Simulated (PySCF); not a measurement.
Job for PySCF: R-M06-2X/6-31G* on C2H7Al (SMILES [CH3][AlH][CH3]).

```python
from pyscf import gto, scf, dft, mp
from pyscf.data.elements import chemcore

mol = gto.M(
    atom='''
    C    -1.71041688   -0.09119098    0.19386747
    Al    0.02318173    0.63202984   -0.35934982
    C     1.69124015   -0.31460704    0.03547791
    H    -1.95870770    0.26884068    1.19952020
    H    -2.52702028    0.22212458   -0.46067606
    H    -1.71004102   -1.18300371    0.24532624
    H     0.08171058    2.01316731   -1.14178480
    H     1.99917026   -0.90558922   -0.83534054
    H     2.51616513    0.36920449    0.25105533
    H     1.59471805   -1.01097597    0.87190403
    ''',
    basis='6-31g*',
    cart=True,
    charge=0, spin=0, verbose=3, max_memory=1800)
mf = dft.RKS(mol, xc='m062x')
mf.conv_tol = 1e-8
mf.max_cycle = 100
mf.kernel()
if not mf.converged:
    mf = mf.newton().run(mf.mo_coeff, mf.mo_occ)
```

It printed:

```
converged SCF energy = -322.759724299235
```

Self-consistency was reached.

Cost: about 7 core-seconds (a rough figure).
